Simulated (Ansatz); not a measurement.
A geometry relaxed with B3LYP-D3(BJ)/def2-TZVP (Ansatz, a program for electronic structure), charge 0, multiplicity 1:

```xyz
7

H     -1.3182     0.7067    -0.7016
H     -1.2943    -1.0099    -0.2544
H     -1.2874     0.2405     0.9918
F      1.8595     1.4346    -0.0102
Al     1.0213     0.0141    -0.0119
C     -0.9087    -0.0222     0.0005
F      1.9278    -1.3637    -0.0142
```

### Question
Write the SMILES of this molecule.

### Answer
`[CH3][Al]([F])[F]`
